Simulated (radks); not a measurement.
Values are calculated unless marked as measured or tabulated.
Problem. These are the eigenvalues of the occupied orbitals of an atom or ion with whole-number occupations (eV). Level of theory: scalar-relativistic Kohn-Sham, BLYP, spin-polarised, spherical densities, finite nucleus; Fermi nuclear charge, rms radius of each element as measured or else 0.836 A^(1/3) + 0.57 fm (a radial shooting solver on a logarithmic mesh with Libxc functionals).

| orbital | eigenvalue |
|---|---|
| 1s up | -40334.89 |
| 1s down | -40334.73 |
| 2s up | -6511.591 |
| 2s down | -6511.439 |
| 2p up | -5839.095 |
| 2p down | -5838.904 |
| 3s up | -1452.502 |
| 3s down | -1452.333 |
| 3p up | -1238.613 |
| 3p down | -1238.421 |
| 3d up | -934.4787 |
| 3d down | -934.2731 |
| 4s up | -343.3692 |
| 4s down | -342.9671 |
| 4p up | -273.1943 |
| 4p down | -272.7916 |
| 4d up | -172.0589 |
| 4d down | -171.5723 |
| 5s up | -95.1214 |
| 5s down | -92.7061 |
| 5p up | -75.5612 |
| 5p down | -73.0146 |
| 5d up | -49.0667 |

Which element is it, and in what charge state? The configuration may be excited. Open shells, if any, are filled with parallel spins first.

Solution. Z = 58, cerium, charge +5: Ce5+ in [Kr] 4d10 5s2 5p4 5d1. The list shows which subshells hold electrons but not how many an open one holds; the 1s level, -1482.3 hartree, gives Z - s = 54.4 by -(Z - s)^2/2, which with screening and relativity narrows Z to a few neighbours, and the depths of the outer levels then fix element, charge and occupations together.
